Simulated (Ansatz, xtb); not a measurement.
Ranking isomers of CH3GaN

5 gas-phase structures of CH3GaN, found in a search over its isomers (lower ones may exist). Each was relaxed with GFN2-xTB; where two conformers were screened, the lower at r2SCAN-D4/def2-SVP is listed:

A. `C=[N][GaH]`, a doublet
B. a doublet given by its coordinates
C. `C[N][Ga]`, a doublet
D. `N[CH][Ga]`, a doublet
E. `[CH2][NH][Ga]`, a doublet

B (Å):

```xyz
6

C    -0.6648    0.6958   -0.3002
Ga    0.4117   -1.4081   -0.7433
N    -1.1647   -0.5260    0.1517
H     0.1739    1.0881    0.2731
H    -1.3573    1.4483   -0.6567
H    -2.1583   -0.6106   -0.0368
```

Close contacts (Å): C1–Ga2 2.40, C1–N3 1.40, Ga2–N3 2.02, C1–H4 1.09, C1–H5 1.08, N3–H6 1.01.

Q: Which do you expect lowest at r2SCAN-D4/def2-SVP, and how would the others follow?

A: Calculated order at r2SCAN-D4/def2-SVP: E (0.0), B (6.3), C (14.4), D (15.2), A (25.1) kcal/mol. Less than 1 kcal/mol parts C and D, so the order within that pair means little.

Energies above the lowest of each column, in kcal/mol; the last columns are at PBE0-D3(BJ)/def2-SVP geometries and were run for some of them only (a dash: not run or not comparable):

| structure | GFN2-xTB | HF/STO-3G | r2SCAN-D4/def2-SVP | PBE0-D3(BJ)/def2-SVP | CCSD(T)/def2-SVP + ΔMP2/def2-TZVPP |
| --- | --- | --- | --- | --- | --- |
| E | 0.0 | 26.3 | 0.0 | 0.0 | 0.0 |
| B | 0.6 | 49.3 | 6.3 | relaxes to E | – |
| C | 0.7 | 0.0 | 14.4 | 15.1 | 15.1 |
| D | 29.3 | 51.1 | 15.2 | 13.0 | 13.8 |
| A | 15.2 | 53.2 | 25.1 | – | – |

CCSD(T)/def2-SVP + ΔMP2/def2-TZVPP puts E lowest of those it was run on; HF/STO-3G picks C. CCSD(T)/def2-SVP + ΔMP2/def2-TZVPP orders those it was run on as E (0.0), D (13.8), C (15.1) kcal/mol. Flexible structures stand in one conformer each, not always the lowest. Frequencies (PBE0-D3(BJ)/def2-SVP) were run for C, D, E alone. Open shells are spin-unrestricted, some with notable spin contamination. ΔMP2 is the change of the MP2 energy from the smaller to the larger basis.

Over these structures GFN2-xTB departs from r2SCAN-D4/def2-SVP by 8.1 kcal/mol on average once a common shift is removed. A GFN2-xTB relaxation took about 0.058 s and the r2SCAN-D4/def2-SVP energy about 5.1 s on a shared host (Ansatz 0.2.0, xtb 6.7.1).
